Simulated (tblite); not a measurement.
C₈H₈F₂.
SMILES with atom numbers: `[CH:1]#[C:2][CH2:3][C:4](=[CH2:5])[CH2:6][CH:7]=[C:8]([F:9])[F:10]` (hydrogens: H11 on C1; H12, H13 on C3; H14, H15 on C5; H16, H17 on C6; H18 on C7)

Structure optimised with GFN2-xTB, isolated species.

**Question.** Give the optimised bond lengths and angles.

**Answer.** 
```
          bond  length (pm)   order
         C1≡C2        119.6  triple
         C2–C3        145.2  single
         C3–C4        150.7  single
         C4=C5        132.1  double
         C4–C6        150.9  single
         C6–C7        149.9  single
         C7=C8        131.7  double
         C8–F9        133.0  single
        C8–F10        133.2  single
        C1–H11        104.9  single
C3–H12, C3–H13        109.4  single
        C5–H14        107.7  single
        C5–H15        107.7  single
C6–H16, C6–H17        109.2  single
        C7–H18        107.8  single
```

Bonds in one row agree within 1 pm and their mean is given. Orders are formal, as drawn. A selection of angles:
```
    angle  degrees
 C1–C2–C3    178.2
 C2–C3–C4    110.2
 C3–C4–C5    122.7
 C3–C4–C6    114.8
 C5–C4–C6    122.5
 C4–C6–C7    110.0
 C6–C7–C8    124.0
 C7–C8–F9    125.9
C7–C8–F10    124.8
F9–C8–F10    109.3
```

Torsions: C2–C3–C4–C5 -112° (anticlinal); C3–C4–C6–C7 76° (synclinal); C4–C6–C7–C8 -114° (anticlinal); C6–C7–C8–F9 -1° (synperiplanar). The mirror-image conformer, all signs reversed, is as good.

Of the pairs four or more bonds apart, C2···H17 is among the closest relative to their van der Waals radii: 2.66 Å, 92 % of the sum of Bondi's values. The C–C distances run from 1.196 Å (C1≡C2, drawn triple) to 1.509 Å (C4–C6, drawn single), a spread of 0.313 Å.

Point group: C1 (no symmetry element, even within 0.4 Å). Its GFN2-xTB frequencies are all real (lowest 16 cm⁻¹). The numbers are those of one conformer. 3 starts were optimised and ended at 0.00, 0.17 and 0.60 kcal/mol (GFN2-xTB); the lowest of these is shown.

On one thread, Arm Neoverse N1 (aarch64), shared host with 64 logical CPUs at a one-minute load of 57, this took 1.0 s. These figures are those of the optimisation.

The numbers are calculated, not measured.
